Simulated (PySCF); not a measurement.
Gas-phase reaction: InCl3 ⇌ InCl + 2 Cl

Energies from PySCF, thermal terms from the rigid-rotor harmonic-oscillator model, ideal gas at 1 bar. † marks an energy on the PBE0/def2-TZVP geometry and frequencies. MP2 and CCSD(T) freeze the core. Open shells (unrestricted): Cl (multiplicity 2, electronic degeneracy 6); the rest are closed-shell singlets. Spin-orbit splitting is ignored; it lowers the true energy and changes the entropy of Cl. In: scalar-relativistic def2 core potential, no spin-orbit coupling. MP2 isn't extrapolated to the basis-set limit; its ΔH°(298 K) is 540.1 kJ in def2-SVP and 552.9 kJ in def2-TZVPP. CCSD(T) isn't extrapolated to the basis-set limit; its ΔH°(298 K) is 500.8 kJ in def2-SVP and 523.5 kJ in def2-TZVPP. The harmonic model lacks anharmonicity and excited electronic states, which grow with temperature; levels with a mode under 35 cm⁻¹ are left out. Soft modes under 120 cm⁻¹ make the harmonic entropy rough for InCl3.

```
level                ΔE electronic, kJ  ΔH°(298 K), kJ  ΔS°(298 K), J/K  ΔG°(2000 K), kJ
-------------------  -----------------  --------------  ---------------  ---------------
BLYP/def2-TZVP†                    475             472              244              -11
CCSD(T)/def2-TZVPP†                526             523              244               40
MP2/def2-TZVPP†                    556             553              244               70
PBE0/def2-QZVP†                    540             538              244               55
ωB97M-V/def2-TZVP†                 556             553              244               70
```
ΔH° is lowest at BLYP/def2-TZVP† and highest at ωB97M-V/def2-TZVP†. No reference value is set beside these.
